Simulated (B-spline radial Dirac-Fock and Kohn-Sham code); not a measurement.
Calculated with a radial finite-basis atomic code, using the Dirac equation of a negative muon with reduced mass in the field of a spherical finite nucleus, with the Uehling potential to all orders; nuclear polarisation, deformation, hyperfine structure, self-energy, higher-order vacuum polarisation, relativistic recoil and electron screening are left out. The nuclear charge is a uniformly charged sphere.

Question: A muonic atom of atomic mass 31.97 u emits these computed lines: 2p3/2 → 1s1/2 516.4 keV, 3d5/2 → 2p3/2 100.2 keV, 4f7/2 → 3d5/2 34.97 keV, 5g9/2 → 4f7/2 16.17 keV. Which element is it, and what rms charge radius was used?

Answer: Sulfur (Z = 16, nuclide ³²S); the high transitions hardly feel the nucleus and fix Z. The 2p → 1s line lies 24.15 keV below the value for a point nucleus without QED, which for this nuclear model gives a radius near 3.26 fm (3.2611 fm was used).
